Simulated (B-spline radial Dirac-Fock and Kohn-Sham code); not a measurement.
## Electron momentum distribution of Pd⁴⁺: Compton profiles

System: palladium as Pd⁴⁺ in the configuration 1s2 2s2 2p6 3s2 3p6 3d10 4s2 4p6 4d6, inside a Watson sphere of charge -4 and radius 2.4 Å (a model of the Madelung potential; inside it an electron's potential energy is raised by 24.0 eV).

Level of theory: the impulse approximation on configuration-average Dirac-Fock orbitals; a radial finite-basis atomic code. pz is in atomic units of momentum; subshell profiles are per electron, for a selection of subshells; open shells are spread over both j values by their weights.

```tsv
pz	J total	J 1s1/2	J 3p3/2	J 4d3/2	J 4d5/2
0	5.394	0.0179	0.0942	0.217	0.219
0.15	5.382	0.0179	0.0942	0.217	0.219
0.21	5.370	0.0179	0.0942	0.217	0.219
0.31	5.342	0.0179	0.0942	0.217	0.219
0.44	5.289	0.0179	0.0942	0.217	0.219
0.64	5.164	0.0179	0.0942	0.216	0.218
0.93	4.875	0.0179	0.0940	0.210	0.212
1.3	4.325	0.0179	0.0933	0.189	0.190
2	3.087	0.0178	0.0898	0.117	0.116
2.8	2.110	0.0177	0.0810	0.0478	0.0467
4.1	1.456	0.0175	0.0580	0.00807	0.00777
6	0.9593	0.0170	0.0250	0.00304	0.00306
8.7	0.5177	0.0161	0.00545	0.00232	0.00229
13	0.2315	0.0143	0.00290	0.000676	0.000655
18	0.1100	0.0118	0.00212	0.000139	0.000132
26	0.04194	0.00799	0.000666	1.39e-05	1.28e-05
38	0.01381	0.00400	0.000103	< 1e-6	< 1e-6
56	0.003726	0.00135	9.66e-06	< 1e-6	< 1e-6
81	0.0008601	0.000344	< 1e-6	< 1e-6	< 1e-6
120	0.0001502	6.31e-05	< 1e-6	< 1e-6	< 1e-6
```

J(0) = 5.394. The 4p3/2 subshell gives the largest part, 18 %.

Mean momentum ⟨p⟩ by subshell (a.u.): 1s1/2 41.5, 2s1/2 14.6, 2p1/2 19.5, 2p3/2 18.7, 3s1/2 6.89, 3p1/2 8.23, 3p3/2 8.00, 3d3/2 9.43, 3d5/2 9.34, 4s1/2 3.02, 4p1/2 3.31, 4p3/2 3.22, 4d3/2 3.15, 4d5/2 3.12.

Values without a named source are computed, but for edge energies of neutral atoms, which are taken from tables.
